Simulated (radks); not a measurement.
The numbers below are computed, except where a source is named.
Orbital eigenvalues (eV) of neutral lead, [Hg] 6p2, at several levels of relativity; Dirac values are averaged over j with weights 2j + 1. Spin-unpolarised spherical Kohn-Sham, PBE, point nucleus unless stated (finite: rms radius 5.5012 fm), a radial shooting solver on a logarithmic mesh with Libxc functionals. A level marked "c x" has the speed of light scaled by that factor and shares open shells by 2j + 1; other Dirac levels either fill j = l - 1/2 first or share by 2j + 1.

\begin{tabular}{lrrrrr}
shell & non-rel. & scalar-rel. & Dirac, low j first & Dirac, c x 1.25 & change of magnitude, last against first (%) \\ \hline
3s & -3172.4 & -3784.3 & -3772.5 & -3524.4 & +11.10 \\
3p & -2937.9 & -3140.7 & -3164.8 & -3074.7 & +4.65 \\
3d & -2500.4 & -2485.1 & -2477.0 & -2487.8 & -0.50 \\
4s & -702.00 & -856.79 & -853.21 & -790.64 & +12.63 \\
4p & -599.08 & -645.93 & -651.50 & -630.92 & +5.31 \\
4d & -409.11 & -402.09 & -399.86 & -404.25 & -1.19 \\
4f & -151.82 & -132.89 & -131.29 & -139.57 & -8.07 \\
5s & -114.45 & -144.16 & -142.63 & -131.29 & +14.71 \\
5p & -79.995 & -85.835 & -86.165 & -84.193 & +5.25 \\
5d & -24.467 & -21.177 & -20.080 & -22.368 & -8.58 \\
6s & -9.4673 & -12.040 & -11.235 & -10.862 & +14.73 \\
6p & -3.6852 & -3.4977 & -3.0785 & -3.6098 & -2.05 \\
\end{tabular}
